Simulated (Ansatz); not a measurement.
Gas-phase electronic energies from Ansatz, PBE0-D4/def2-TZVP geometries. CBS: MP2 limit from def2 TZ/QZ plus the TZ coupled-cluster correction, frozen cores. This one scheme is used for every species. def2 core potentials past Kr. For Sn outer-core shells are correlated without core-valence functions, which leaves a few kJ/mol of doubt a bond. Each species was taken in one conformer, which may not be the lowest.

Reaction (substitution at a C–Sn bond): `CN[CH2][SnH3]` + H₂S → `CNCS` + `[SnH4]`

```json
{"species": "`CN[CH2][SnH3]`", "CCSD(T)/CBS(def2) energy (Eh)": "-350.20374"}
{"species": "H₂S", "CCSD(T)/CBS(def2) energy (Eh)": "-398.97279"}
{"species": "`CNCS`", "CCSD(T)/CBS(def2) energy (Eh)": "-532.77457"}
{"species": "`[SnH4]`", "CCSD(T)/CBS(def2) energy (Eh)": "-216.39156"}
```

**Question.** Work out ΔE.

**Answer.** ΔE = (-532.77457) + (-216.39156) − (-350.20374) − (-398.97279) = 0.01040 Eh = +0.28 eV.

Largest T1 diagnostic among the species: 0.013.

In def2-TZVPP, CCSD(T) changes the Hartree–Fock value by +0.13 eV (the triples alone add +0.01 eV) and MP2 by +0.16 eV.
